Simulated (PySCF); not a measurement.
EPR parameters of C4H5F2O2

Compound: C₄H₅F₂O₂ (doublet state).
Structure used (GFN2-xTB), in Å, numbered top down from 1:
```xyz
13
C4H5F2O2 angstrom
C      2.0022   -0.3728    0.9312
C      0.6201   -0.4477    0.4627
O      0.5320   -0.3545   -0.9457
C     -0.7358    0.0633   -1.2477
F     -1.5574   -1.0013   -1.5085
C     -1.2242    0.7832    0.0517
F     -2.3441    0.1491    0.5236
O     -0.1807    0.6621    0.9234
H      2.7798   -0.1451    0.2325
H      2.2031   -0.4805    1.9765
H      0.1265   -1.3783    0.8144
H     -0.7327    0.6866   -2.1477
H     -1.4931    1.8363   -0.0842
```

The hyperfine couplings belong to this conformer and change with its torsions.

As a line formula: `[CH2][C@@H]1O[C@@H](F)[C@@H](F)O1` [radical].

Method: UKS B3LYP, pcH-1 on C F H O, non-relativistic, mean-field spin-orbit, GIAO in PySCF. One conformer (not necessarily the lowest) at the GFN2-xTB geometry, without solvent, vibrations or thermal averaging. A GFN2-xTB geometry isn't a minimum of the functional, and hyperfine couplings can be far from their values at a DFT geometry. Stability of the SCF solution: not tested.

```json
{
 "g1, g2, g3": "2.00215, 2.00236, 2.00273",
 "g_iso": "2.00241",
 "Form of g": "rhombic: the two nearest values differ by 37 % of g3 − g1",
 "⟨S²⟩": "0.7534 (exact 0.7500)",
 "α and β electrons": "32, 31"
}
```

Hyperfine couplings atom by atom, in MHz; T1 to T3 are the principal values of the dipolar part:

```json
{"atom": "C1", "isotope": "13C", "a_iso": "90.1", "T1": "-82.8", "T2": "-82.3", "T3": "165.1", "Mulliken spin population": "1.08"}
{"atom": "C2", "isotope": "13C", "a_iso": "-30.4", "T1": "-2.7", "T2": "-0.4", "T3": "3.1", "Mulliken spin population": "-0.05"}
{"atom": "O3", "isotope": "17O", "a_iso": "0.9", "T1": "-1.1", "T2": "-0.2", "T3": "1.3", "Mulliken spin population": "0.00"}
{"atom": "C4", "isotope": "13C", "a_iso": "-1.6", "T1": "-0.5", "T2": "-0.2", "T3": "0.7", "Mulliken spin population": "0.00"}
{"atom": "F5", "isotope": "19F", "a_iso": "2.4", "T1": "-2.0", "T2": "-1.1", "T3": "3.1", "Mulliken spin population": "0.00"}
{"atom": "C6", "isotope": "13C", "a_iso": "3.6", "T1": "-1.1", "T2": "-1.1", "T3": "2.3", "Mulliken spin population": "0.00"}
{"atom": "F7", "isotope": "19F", "a_iso": "3.4", "T1": "-6.7", "T2": "-5.8", "T3": "12.5", "Mulliken spin population": "0.00"}
{"atom": "O8", "isotope": "17O", "a_iso": "-57.9", "T1": "-13.1", "T2": "6.4", "T3": "6.7", "Mulliken spin population": "0.03"}
{"atom": "H9", "isotope": "1H", "a_iso": "-64.4", "T1": "-39.8", "T2": "-1.0", "T3": "40.8", "Mulliken spin population": "-0.04"}
{"atom": "H10", "isotope": "1H", "a_iso": "-64.8", "T1": "-39.6", "T2": "-1.2", "T3": "40.9", "Mulliken spin population": "-0.04"}
{"atom": "H11", "isotope": "1H", "a_iso": "68.1", "T1": "-6.9", "T2": "-3.0", "T3": "9.9", "Mulliken spin population": "0.02"}
{"atom": "H12", "isotope": "1H", "a_iso": "0.2", "T1": "-1.0", "T2": "-0.9", "T3": "1.9", "Mulliken spin population": "0.00"}
{"atom": "H13", "isotope": "1H", "a_iso": "4.9", "T1": "-1.4", "T2": "-0.9", "T3": "2.3", "Mulliken spin population": "0.00"}
```

The largest Mulliken spin population is on C1 (+1.08). The angles at C1 add up to 359.9°, so it is planar; its axial dipolar tensor and the negative couplings of its protons fit spin in a p orbital normal to that plane.

Under fast tumbling the dipolar parts average out, and these isotropic splittings remain: 1 × 1H (H11, I = 1/2, 2 lines) with 2.43 mT, 2 × 1H (H9/H10, I = 1/2, 3 lines) with 2.30 mT, 2 × 19F (F5/F7, I = 1/2, 3 lines) with 0.10 mT and 2 × 1H (H12/H13, I = 1/2, 3 lines) with 0.09 mT.

Means are taken over nuclei equivalent by connectivity, which assumes that they swap fast.

The 17O coupling of O3/O8 (mean -28.5 MHz) shows only in satellite lines or after enrichment, since that isotope makes up about 0.038 % of natural oxygen.

The 13C coupling of C1 (90.1 MHz) shows only in satellite lines or after enrichment, since that isotope makes up about 1.07 % of natural carbon.

Examples of negative spin density at the nucleus (bohr⁻³): C2 (-0.0270) and H9/H10 (-0.0144).

Hardware: an Arm Neoverse V2 with one thread, shared host. Cost: 46 s (with the writing of density and orbital grids), 0.94 GiB resident at most.
